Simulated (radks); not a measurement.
The numbers below are computed, except where a source is named.
Ir I, configuration [Kr] 4d10 4f14 5s2 5p5.5 5d7.5 6s2 (fractional occupations, a model configuration).

Code: a radial shooting solver on a logarithmic mesh with Libxc functionals. Model: Dirac Kohn-Sham, exchange-only B88, spin-unpolarised, spherical densities, finite nucleus; open shells are shared between the two j in proportion to 2j + 1; Fermi nuclear charge, rms radius 5.4032 fm.

Energy parts (eV):
| part | energy |
|---|---|
| total | -485736.64 |
| kinetic | 553345.07 |
| electron-nucleus | -1218921.85 |
| Hartree | 189243.35 |
| exchange | -9403.21 |

Orbitals (lengths in bohr, moments of r in powers of bohr):
orbital	occ.	eigenvalue (eV)	<1/r>
1s1/2	2	-75991.39	92.14
2s1/2	2	-13284.81	22.56
2p1/2	2	-12730.11	22.53
2p3/2	4	-11102.10	18.59
3s1/2	2	-3107.009	8.282
3p1/2	2	-2857.558	8.199
3p3/2	4	-2501.117	7.175
3d3/2	4	-2083.016	7.072
3d5/2	6	-2005.976	6.835
4s1/2	2	-662.7770	3.495
4p1/2	2	-557.3765	3.386
4p3/2	4	-473.0375	3.030
4d3/2	4	-299.8965	2.822
4d5/2	6	-284.2404	2.739
5s1/2	2	-97.6755	1.396
5p1/2	1.83333	-64.4428	1.268
4f5/2	6	-63.9978	2.334
4f7/2	8	-60.8745	2.301
5p3/2	3.66667	-50.7181	1.140
5d3/2	3	-7.3620	0.7990
5d5/2	4.5	-6.1089	0.7632
6s1/2	2	-5.6383	0.4369
6p1/2	0	-1.1270	0.2885

The highest occupied level is 6s1/2 at -5.638 eV. Summed over all electrons, <r^2> = 66.50 bohr^2, which gives a Langevin (diamagnetic) susceptibility term of -52.7 x 10^-6 cm^3/mol. The density falls to 0.001 e/bohr^3 at r = 4.55 bohr.

Run on one thread of a shared host, so times are rough (Intel(R) Xeon(R) Platinum 8259CL CPU @ 2.50GHz): 0.32 s of CPU time, 0.32 s wall, 15 iterations on 2440 mesh points.
